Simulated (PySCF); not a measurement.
**Identify the compound**

Molecular formula: C$_{4}$H$_{9}$NOSi$_{3}$. Simulated spectra:

¹H NMR (300 MHz, computed): δ 4.85 (m, 2H), 4.81 (m, 2H), 2.78 (s, 3H), 0.92 (m, 1H), 0.86 (m, 1H).

¹³C{¹H} NMR (computed): δ 242.0 (C), 125.2 (C), 43.8 (CH3), -7.7 (CH2).

Computational details: GIAO PBE0/pcSseg-1 shieldings, geometry from GFN2-xTB, in PySCF 2.14.0 with density-fitted response routines (no relativistic terms, rapidly exchanging positions averaged, isolated molecule, a single conformation).

References, each an isolated molecule treated in the same way: TMS for ¹H, ¹³C.

Question: What is the structure?

Answer: 
- The formula gives 4 degrees of unsaturation (1 ring in the answer).
- 4 carbon signals for 4 carbons: no two carbons are equivalent.
- Carbon types of the structure: 2 × C, 1 × CH2, 1 × CH3, leaving 4 H on heteroatoms.
- δC 242.0: carbonyl carbon.
- δC 125.2: nitrile carbon; typical of a nitrile.
- δC 43.8: methyl carbon α to a carbonyl; the adjacent C=O deshields it moderately.
- δC -7.7: sp3 CH2 bonded to 2 Si; an electropositive neighbour leaves it electron-rich and shielded.
- δH 4.85, 4.81: hydrogen on a silicon bonded to C, Si, in a 4-membered ring.
- δH 2.78: hydrogen on a methyl carbon α to a carbonyl; α to C=O.
- δH 0.92, 0.86: hydrogen on an sp3 CH2 bonded to 2 Si.

These data were computed for `CC(=O)[Si]1(C#N)[SiH2]C[SiH2]1`.

This is the structure that produced the data.

Shifts are as computed. Against solution values, carbons near 30 ppm lie about +3 ppm off and those near 130 ppm about +5 ppm. Of 1211 compounds with measured shifts, 218 miss one by over three times the rms of a fit or turn the order of signals round; such compounds aren't used in these exercises. No couplings were computed; multiplicities are counted from neighbouring protons, with m where these are inequivalent, close in shift, in a saturated or five-membered ring or joined by F or P, and br s for small geminal =CH2 splittings.
